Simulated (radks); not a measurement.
The numbers below are computed, except where a source is named.
Spherical jellium clusters: N electrons in a uniform positive sphere of charge N and radius rs N^(1/3), rs = 2.71 bohr. Level of theory: non-relativistic Kohn-Sham, LDA (Slater exchange, Perdew-Wang correlation), spin-polarised, spherical densities (a radial shooting solver with Libxc functionals). Levels are named by radial order and angular momentum (1s, 1p, 1d, 2s, ...), and open shells are averaged over m.

N = 18, configuration 1s2 1p6 1d10. This is the lowest configuration that the search found. Occupied and some empty levels:

level,occupation,eigenvalue (eV),<r> (bohr)
1s,2,-8.1787,4.214
1p,6,-6.2038,5.295
1d,10,-3.9891,6.135
2s,0,-3.5508,5.584
1f,0,-1.6340,7.072
2p,0,-1.3093,7.774

Energy (eV): total -25.2995, kinetic 61.526, external -1445.7, Hartree 703.60, exchange-correlation -89.582, background 744.82. Static polarisability (adiabatic kernel): 551.6 bohr^3, against R^3 = 358.2 for a classical metal sphere.

Electron density:

r (bohr),n(r) (e/bohr^3)
0.236,0.006341
0.830,0.006739
1.42,0.007597
2.02,0.008891
2.61,0.01048
3.21,0.01209
3.80,0.01329
4.39,0.01366
4.99,0.01289
5.58,0.01099
6.17,0.008341
6.77,0.005603
7.36,0.003371
7.96,0.001873
8.55,0.0009883
9.14,0.0005040
9.74,0.0002512
10.3,0.0001230
10.9,0.00005989
11.5,0.00002856
